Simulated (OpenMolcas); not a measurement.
Cu2+ with 6 ligands (fluoride) in octahedral coordination (Oh) at 2.04 Å. A charge of +0.667 e stands 3.2 Å behind each ligand. Ligand basis ANO-RCC-VDZP.
```
Cu    0.0000    0.0000    0.0000
F     2.0400    0.0000    0.0000
F     0.0000    2.0400    0.0000
F    -2.0400    0.0000    0.0000
F     0.0000   -2.0400    0.0000
F     0.0000    0.0000    2.0400
F     0.0000    0.0000   -2.0400
```

```
Program             : OpenMolcas 26.06
Method              : CASSCF
Basis               : ANO-RCC-VDZP [5s4p2d1f]
Scalar Hamiltonian  : DKH2, point nucleus
Active space        : 9 electrons in 5 orbitals (3d)
State averaging     : 2S+1 = 2 even, 5 roots
Spin-orbit coupling : RASSI with atomic mean-field integrals over the reference wave functions
```

(1) What is the spin-free ground state (labels of O, the rotations of Oh)?

(2) Where is the first state of the same spin?

(3) What are the lowest two levels with spin-orbit coupling?

(4) What is χT at 300 K, and how does it compare with the textbook value?

(5) Which ligand-field parameters describe the states?

Results:

(1) 2E, 2-fold in its orbital part, 100 % from free-ion D terms; it has the highest spin that d9 allows.

(2) 2T2 at 4710 cm-1 above the ground state.

(3) A 4-fold level Γ8, then a 2-fold level Γ7 4082 cm-1 above it. Their leading multiplicities are 2 (100 %) and 2 (100 %).

(4) The lowest level has 2S+1 = 2, for which the spin-only value is χT = S(S+1) / 2 = 0.375 cm3 K/mol (g = 2). The computed 0.679 at 300 K differs by +0.304, through orbital momentum, spin-orbit coupling and any other state in reach.

(5) The gap between the two states is 10Dq = 4711 cm-1. 

An orbital doublet at a regular site is open to a Jahn-Teller distortion, which this geometry leaves out. Ligand-to-metal charge-transfer states are missing. With metal d orbitals alone and no dynamic correlation the field as a rule comes out too small, by tens of per cent, by up to half for chloride and softer ligands, and the orbital part of g and χT, which goes as 1/10Dq, too large. No measured value stands beside these numbers; the geometry is a model, was not optimised and need not be the one that this ion takes.
